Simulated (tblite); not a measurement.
C6H8N2S.
Structure used (GFN2-xTB), in Å, numbered top down from 1:
```
atom  x, y, z in Å
C1     2.896   -0.101    0.252
S2     1.444    0.979    0.127
C3     0.105   -0.150   -0.007
C4     0.231   -1.542   -0.039
N5    -0.804   -2.348   -0.136
N6    -2.011   -1.882   -0.210
C7    -2.214   -0.579   -0.194
C8    -1.193    0.364   -0.093
C9    -1.452    1.830   -0.078
H10    3.003   -0.689   -0.655
H11    2.811   -0.738    1.128
H12    3.744    0.567    0.363
H13    1.188   -2.040    0.012
H14   -3.248   -0.269   -0.264
H15   -1.078    2.262    0.851
H16   -2.514    2.040   -0.171
H17   -0.915    2.310   -0.896
```

Calculated harmonic vibrations of the isolated species, GFN2-xTB (tblite), most abundant isotopes, no scaling. Against measured fundamentals such values can be off by several per cent, at times by over 20. One conformer, not necessarily the lowest.

Harmonic wavenumbers (cm⁻¹): 55.2, 112.7, 121.9, 182.9, 202.4, 227.2, 245.7, 369.6, 394.4, 422.5, 510.6, 561.7, 707.1, 709.4, 736.7, 845.3, 848.4, 894.6, 938.1, 951.1, 1005.9, 1023.7, 1075.4, 1117.6, 1212.5, 1240.5, 1253.9, 1315.4, 1337.7, 1401.7, 1423.3, 1449.8, 1450.7, 1459.6, 1462.3, 1498.4, 1520.3, 3000.0, 3016.3, 3028.2, 3036.9, 3051.2, 3055.9, 3068.8, 3088.6.

A = 2358, B = 1179, C = 794.1 MHz; mass 140.041 u (most abundant isotopes); point group Cs, symmetry number 1.

Problem. Zero-point energy?

Solution. Half the sum of the wavenumbers: 28316 cm⁻¹ = 338.74 kJ/mol.

Problem. Entropy at 500 K, 1 bar (ideal gas, RRHO, classical rotation)?

Solution. Translation 181.24, rotation 129.32, vibration 182.80: S = 493.4 J/(mol K).

Problem. And Cp and H(500 K) − H(0)?

Solution. Cp = 218.97 J/(mol K), of which vibrations give 185.71 (their classical limit is 45 R = 374.2); H(500 K) − H(0) = 64.59 kJ/mol without the zero-point energy, 47.96 from vibrations.

Problem. How do the functions run with temperature in this model?

Solution. 
```csv
T (K),S (J/(mol K)),Cp (J/(mol K)),H − H(0) (kJ/mol),G − H(0) (kJ/mol),ln q(vib)
150,318.3,93.1,9.25,-38.49,2.33
250,374.4,130.3,20.40,-73.20,4.64
298.15,399.0,148.9,27.12,-91.83,5.76
400,448.1,186.8,44.25,-134.99,8.13
600,535.7,245.4,87.85,-233.57,12.74
900,646.5,299.9,170.39,-411.46,19.28
```

q(vib) and H(0) count from the zero-point level.

Problem. Blend soft modes into free rotors: weight 1/[1 + (100 cm⁻¹/ν̃)⁴] for the oscillator and the rest for a rotor with moment μB/(μ + B), μ = h/(8π²ν), B = 10⁻⁴⁴ kg m². What vibrational entropy results?

Solution. 173.25 J/(mol K) in place of 182.80, which changes −T·S at 500 K by +4.77 kJ/mol.

Problem. What must be added to the electronic energy to get the Gibbs energy at 500 K and 1 bar?

Solution. ZPE + [H(500 K) − H(0)] − T·S = 338.74 + 64.59 − 246.68 = 156.65 kJ/mol.

Problem. Which modes carry the vibrational entropy at 500 K?

Solution. 55.2 cm⁻¹: 23.62; 112.7 cm⁻¹: 17.71; 121.9 cm⁻¹: 17.07; 182.9 cm⁻¹: 13.75; 202.4 cm⁻¹: 12.93; 227.2 cm⁻¹: 11.99 J/(mol K); the other 39 give 85.73 together.

Hindered rotation and anharmonicity are outside this model. Other conformers, if any are populated, would add a mixing term that is left out.

The run took 0.5 s of wall time on an Arm Neoverse V2 with one thread, shared host with 48 logical CPUs at a one-minute load of 25. The figure is for the frequency step alone.
